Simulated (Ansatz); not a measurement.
Start from `BOC=C` and change one atom or group to get `C#COC=C`.

Ansatz, PBE0-D4/def2-TZVP geometries, multiplicity 1. Each molecule was computed in one conformer, which needn't be the lowest.

| property | `BOC=C` |
| --- | --- |
| LUMO energy (PBE/def2-TZVPP) / eV | -1.84 |
| HOMO energy (PBE/def2-TZVPP) / eV | -6.43 |
| HOMO–LUMO gap (PBE0/def2-TZVPP) / eV | 6.68 |
| LUMO energy (B3LYP/def2-TZVPP) / eV | -1.08 |
| HOMO–LUMO gap (ωB97M-V/def2-TZVPP) / eV | 10.82 |
| HOMO–LUMO gap (B3LYP/def2-TZVPP) / eV | 6.21 |

Task: Give the same properties after the change, and the shifts. (An estimate is asked.)

Result: Ansatz gave: 
```
                               property  `C#COC=C`  shift
      LUMO energy (PBE/def2-TZVPP) / eV      -1.03   0.81
      HOMO energy (PBE/def2-TZVPP) / eV      -5.91   0.52
   HOMO–LUMO gap (PBE0/def2-TZVPP) / eV       7.08   0.40
    LUMO energy (B3LYP/def2-TZVPP) / eV      -0.26   0.82
HOMO–LUMO gap (ωB97M-V/def2-TZVPP) / eV      11.41   0.59
  HOMO–LUMO gap (B3LYP/def2-TZVPP) / eV       6.60   0.39
```

With PBE0 the HOMO rises by 0.42 eV and the LUMO rises by 0.82 eV, so the gap widens by about 0.40 eV. PBE moves the HOMO by 0.52 eV and ωB97M-V by 0.45 eV.

B3LYP here is the variant with VWN-RPA as its local correlation; programs differ in this.
